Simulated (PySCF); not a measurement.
C6, SMILES c1c#cc#cc#1. Heavy atoms are numbered as in [c:1]1[c:2]#[c:3][c:4]#[c:5][c:6]#1.

The structure is a stationary point at r2SCAN-D4/def2-SVP. A frequency run showed that this geometry is not a minimum.

Method: PBE/pcSseg-1 in PySCF.

GIAO shieldings, no solvent; atoms alike by connectivity are averaged. δ = σ(ref) − σ: ¹³C against TMS (σ = 182.0 ppm), references at their B3LYP-D3(BJ)/def2-TZVP geometries, non-relativistic.

```csv
nucleus,atoms,count,δ (ppm)
¹³C,C1,6,203.1
```
